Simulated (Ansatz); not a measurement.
Basis-set extrapolation for `N[SiH](F)CF` (PBE0-D4/def2-TZVP geometry, frozen core, the Gaussian-basis code of Ansatz). Multiplicity 1, RHF reference.

|  | def2-TZVPP | def2-QZVPP |
| --- | --- | --- |
| HF | -583.281251 | -583.304603 |
| MP2 correlation | -1.002343 | -1.087964 |
| CCSD(T) correlation | -1.065845 | not run |

Energies in hartree. Use E(X) = E(∞) + A·exp(−7.88·√X) for Hartree–Fock and E(X) = E(∞) + B·X^(−2.97) for correlation, with X = 3 and 4, and add CCSD(T) minus MP2 of the smaller set to the MP2 limit.

What is the CCSD(T) energy at the basis-set limit?

HF limit: -583.304603 + (-0.023352) × 0.13774 = -583.30782. MP2 limit: -1.087964 + (-0.085621) × 0.74074 = -1.15139. Higher-order term: -1.065845 − (-1.002343) = -0.06350. Total: -584.52271 hartree, 4.78 eV below CCSD(T)/def2-TZVPP.
